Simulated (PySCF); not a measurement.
C₂H₈InNO, SMILES C[O][In]([CH3])[NH2], singlet, PBE0/def2-SVP optimised geometry.

```
13

In    -1.06     0.01     0.00
C     -1.99    -1.90     0.20
H     -1.22    -2.65     0.38
H     -2.53    -2.15    -0.73
H     -2.70    -1.89     1.03
O      0.96     0.01     0.00
C      1.75     1.15    -0.09
H      1.35     2.03     0.47
H      2.75     0.94     0.33
H      1.91     1.49    -1.14
N     -1.79     1.91     0.00
H     -2.75     2.07    -0.26
H     -1.20     2.65    -0.36
```

Density from PBE0/def2-TZVP, def2 effective core potentials past Kr in PySCF at that geometry. The core electrons that the potentials of In replace are not part of the density.

Minimum of the electron density along straight lines between bonded atoms, close to the bond critical point (lines longer than 1.1 times the sum of covalent radii, or with two minima, are not listed):

```
bond     length / Å  ρ at the minimum / e bohr⁻³  ∇²ρ there / e bohr⁻⁵  position (fraction from the first atom)
-------  ----------  ---------------------------  --------------------  ---------------------------------------
In1–C2        2.139                        0.102                     …                                     0.52
C2–H3         1.098                        0.270                 -0.90                                     0.64
C2–H4         1.099                        0.268                 -0.88                                     0.64
C2–H5         1.099                        0.269                 -0.89                                     0.64
In1–O6        2.013                        0.107                  0.47                                     0.52
O6–C7         1.387                        0.278                 -0.65                                     0.65
C7–H8         1.111                        0.271                 -0.91                                     0.64
C7–H9         1.107                        0.274                 -0.94                                     0.64
C7–H10        1.111                        0.271                 -0.91                                     0.64
In1–N11       2.028                        0.113                     …                                     0.52
N11–H12       1.015                        0.331                 -1.57                                     0.73
N11–H13       1.015                        0.331                 -1.57                                     0.73
```

Some entries are withheld; supply them.


- In1–C2, ∇²ρ there / e bohr⁻⁵: 0.14
- In1–N11, ∇²ρ there / e bohr⁻⁵: 0.39
